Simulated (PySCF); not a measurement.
Relaxation of triplet [NiF3]-

Level of theory: PySCF, UB3LYP, basis Ni def2-SVPD, F def2-SVPD (no relativity, density fitting). A (50,194) grid was used.

A hand-made T-shaped start, of C2v symmetry, held to at least that symmetry:

Coordinates in bohr (charge -1 multiplicity 3):
```
Ni    0.0000    0.0000   -0.5815
F     0.0000    0.0000    2.7067
F     3.2860    0.0000   -0.4668
F    -3.2860    0.0000   -0.4668
```

Optimiser trace:
| step | E − E(last) (kJ/mol) | largest gradient (Eh/bohr) |
| --- | --- | --- |
| 0 | 104.55 | 0.06879 |
| 1 | 34.27 | 0.01752 |
| 2 | 12.38 | 0.01417 |
| 3 | 3.40 | 0.01009 |
| 4 | 1.32 | 0.00615 |
| 5 | 0.12 | 0.00187 |
| 6 | 0.01 | 0.00068 |
| 7 | 0.00 | 0.00002 |

It ends at C2v with Ni–F 1.847 Å (×2), Ni–F 1.869 Å; F–Ni–F 109.6° (×2), F–Ni–F 140.9° (after a last refinement on a finer grid). A frequency run shows a minimum. Other isomers or separated fragments may lie lower.

Final geometry:
```xyz
4
charge -1 multiplicity 3, angstrom
Ni    0.0000    0.0000   -0.1050
F     0.0000    0.0000    1.7640
F     1.7403    0.0000   -0.7235
F    -1.7403    0.0000   -0.7235
```

Open d and f shells are described by one determinant, and the ground state may have another occupation or spin.

The relaxation took about 2.3 core-minutes on a shared host.
